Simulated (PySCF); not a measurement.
**Ionisation energy of Se²⁺ by level of theory**

Se²⁺ [Ar] 3d10 4s2 4p2 [4p1/2^2, M_J = 0] → Se³⁺ [Ar] 3d10 4s2 4p1 [4p1/2^1, M_J = 1/2], as a difference of total energies. Calculation: PySCF 2.14, in x2c-TZVPall-2c; the two-component X2C-1e Hamiltonian. Correlated levels: [Ne] frozen. "Screened" scales the spin-orbit matrix elements by Boettger's factors to mimic the two-electron term; Breit and QED terms are absent.

```json
{"method": "GHF (spin-free)", "ionisation energy (eV)": "30.872"}
{"method": "GMP2 (spin-free)", "ionisation energy (eV)": "31.525"}
{"method": "GHF (screened spin-orbit)", "ionisation energy (eV)": "30.731"}
{"method": "GMP2 (screened spin-orbit)", "ionisation energy (eV)": "31.375"}
```

Task: How much does correlation contribute at GMP2 (screened spin-orbit)?

Result: 31.375 − (30.731) = 0.644 eV, measured against GHF (screened spin-orbit).

The spin-free rows relax to the high-spin LS determinant and lack the spin-orbit shift.

Errors of the correlated levels include the incompleteness of this basis and the frozen core.

The labels give the starting determinants; with spin-orbit coupling the two ends relaxed to ⟨J²⟩ = 1.53, ⟨L²⟩ = 2.00, ⟨S²⟩ = 1.97 and ⟨J²⟩ = 0.80, ⟨L²⟩ = 2.03, ⟨S²⟩ = 0.76.

The determinant of Se²⁺ mixes levels of different J (the jj label is only the starting occupation), so the difference between spin-free and spin-orbit rows is not the physical spin-orbit shift.

For comparison: 31.697 ± 0.019 eV (measured; NIST Atomic Spectra Database, ionization energies).
